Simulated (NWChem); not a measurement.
# fluoroethane (C₂H₅F); SMILES CCF

Results from NWChem. Pople sets run with spherical d functions. All runs use the structure optimised with B3LYP/6-31G* (spherical d).

For level Hartree-Fock/6-31G*:

```yaml
orbital gap (eV): 19.92
dipole (D): 2.06
```

Task: What are these values for level Hartree-Fock/3-21G?

Result: orbital gap (eV): 20.57
dipole (D): 2.22
